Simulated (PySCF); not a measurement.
pyrazine-2-carbonitrile (C₅H₃N₃), SMILES C(c1cnccn1)#N.

Geometry: PBE0-D3(BJ)/def2-SVP.

Two levels are set side by side: PBE/def2-TZVP (PySCF) and B3LYP/def2-TZVP (PySCF). Same geometry, gas phase. Differences are taken from unrounded values.

```
quantity                       PBE
---------------------------  -----
orbital gap (eV)              3.09
highest occupied level (eV)  -6.53
lowest empty level (eV)      -3.44
dipole moment (D)             4.04
```

Problem. These are the PBE values. What does B3LYP give? (Estimate from the structure and the level; the computed values follow.)

Solution. 
| quantity | B3LYP | PBE minus B3LYP |
|---|---|---|
| orbital gap (eV) | 5.12 | -2.03 |
| highest occupied level (eV) | -7.86 | 1.33 |
| lowest empty level (eV) | -2.74 | -0.70 |
| dipole moment (D) | 4.19 | -0.14 |

Without exact exchange PBE keeps part of each electron's self-repulsion, which lifts occupied levels and narrows the gap. Differences between two approximate levels are no errors against the true value.

Rough cost on one machine, each run with all the roots and properties that it gave: B3LYP against PBE within a factor of 2.
